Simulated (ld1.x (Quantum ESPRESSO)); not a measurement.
Before and after: PAW potential for Cd (Z = 48)

ld1.x (Quantum ESPRESSO) 7.5 input, shortened:

```
&input
   title='Cd', zed=48., rel=1, dft='PZ', iswitch=3,
   config='[Kr] 4d10 5s1 5p1'
 /
 &inputp
   pseudotype=3, lpaw=.true., tm=.true., lloc=-2, rcloc=1.30,
   nlcc=.true., new_core_ps=.true., rcore=0.90,
   which_augfun='BESSEL', rmatch_augfun=1.00
 /
6
4S  1  0   2.00   0.00  1.15  1.25  0.0
5S  2  0   1.00   0.00  1.15  1.25  0.0
4P  2  1   6.00   0.00  1.75  1.95  0.0
5P  3  1   1.00   0.00  1.75  1.95  0.0
4D  3  2  10.00   0.00  1.15  1.20  0.0
4D  3  2   0.00  -0.65  1.15  1.20  0.0
 &test
   configts(1)='4s2 4p6 4d10 5s1 5p1'
 /
```

Change: waves 4s (bound): rcut 1.00, rcutus 1.06 bohr; 5s (bound): rcut 1.00, rcutus 1.06 bohr.

Cutoffs: the cutoffs (Ry, on a coarse ladder) from which the occupation-weighted sum of valence levels, in a spherical-Bessel basis at the reference potential, stays within 10 and 1 mRy of its value at 400 Ry; they do not see the model core or the augmentation charge, which bear on the density cutoff. Errors are all-electron minus pseudo energies relative to the spin-unpolarised reference configuration.

**Question.** Predict the effect on cutoff, ghosts and configuration errors.

**Answer.** The potential gets neither clearly harder nor softer (80 Ry and 140 Ry → 80 Ry and 140 Ry); the d channel sets the loose cutoff, while the largest relative change is in s, which becomes harder; of the 9 tests that both files solve, the error grows in 1 and shrinks in 0 by more than 15 % and 0.3 meV (median size 1.1 → 1.1 meV); neither file shows a bound ghost.

| quantity | base | changed |
| --- | --- | --- |
| cutoff, loose | 80 Ry | 80 Ry |
| cutoff, tight | 140 Ry | 140 Ry |
| loose cutoff by channel (10 mRy a level) | s 30 Ry, p 18 Ry, d 60 Ry | s 35 Ry, p 18 Ry, d 60 Ry |
| bound ghosts | none | none |
| error for 4s2 4p6 4d10 5s2 5p0, meV [ΔE -4.79 eV] | +0.6 | +0.5 |
| error for 4s2 4p6 4d10 5s1 5p0, meV [ΔE 4.84 eV] | -1.1 | -1.1 |
| error for 4s2 4p6 4d10 5s0 5p0, meV [ΔE 22.36 eV] | -3.9 | -4.2 |
| error for 4s2 4p6 4d9 5s0 5p0, meV [ΔE 60.61 eV] | -11 | -10 |
| error for 4s2 4p5 4d10 5s2 5p0, meV [ΔE 69.44 eV] | +2.4 | -29 |
| error for 4s2 4p6 4d10 5s1.5 5p0, meV [ΔE -0.91 eV] | -0.2 | -0.2 |
| error for 4s2 4p6 4d10 5s0 5p2, meV [ΔE 5.12 eV] | 0.0 | 0.0 |
| error for 4s2 4p6 4d10 5s1 5p1 (spin-polarised), meV [ΔE -0.51 eV] | +0.1 | +0.1 |
| error for 4s2 4p6 4d10 5s1 5p0 (spin-polarised), meV [ΔE 4.65 eV] | -1.1 | -1.1 |
| s: phases at 2.14 bohr within 0.05 rad from the reference energy up to (Ry; the scan ends near 5) | to the end of the scan | to the end of the scan |
| p: phases at 2.14 bohr within 0.05 rad from the reference energy up to (Ry; the scan ends near 5) | to the end of the scan | to the end of the scan |
| d: phases at 2.14 bohr within 0.05 rad from the reference energy up to (Ry; the scan ends near 5) | to the end of the scan | to the end of the scan |
| lowest overlap eigenvalue by channel | s 0.28, p 0.71, d 0.92 | s 0.28, p 0.71, d 0.92 |
